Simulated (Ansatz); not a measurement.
Si4Ni⁺. The state is a doublet with charge 1. Geometry PBE-D4/def2-SVP, basis def2-TZVP, Ansatz.

| atom | x (Å) | y (Å) | z (Å) |
| --- | --- | --- | --- |
| Ni1 | -0.1014 | -0.9161 | -3.0867 |
| Si2 | 0.0931 | 0.7815 | 2.6229 |
| Si3 | 0.5221 | -0.9220 | 1.0803 |
| Si4 | -0.4755 | 1.3698 | 0.4328 |
| Si5 | -0.0384 | -0.3132 | -1.0494 |

```tsv
run	HOMO (eV)	LUMO (eV)
A	-10.70	-7.82
B	-9.61	-9.53
C	-12.56	-5.92
D	-10.35	-8.19
E	-10.05	-9.25
F	-9.74	-9.64
```

The structure comes from a short search, and lower isomers may exist.

HOMO and LUMO are taken over both spins.

Task: The runs used BLYP, PBE, PBE0, r2SCAN, r2SCANh, ωB97X-V. Estimate which is which.

Result: A PBE0 (25 % exact exchange); B BLYP (0 % exact exchange); C ωB97X-V (range-separated); D r2SCANh (10 % exact exchange); E r2SCAN (0 % exact exchange); F PBE (0 % exact exchange). Exact exchange lowers occupied and raises empty levels; among semilocal functionals meta-GGAs tend to open the gap a little, and such runs are hard to tell apart. The gap grows from 0.08 eV (BLYP) to 6.64 eV (ωB97X-V).
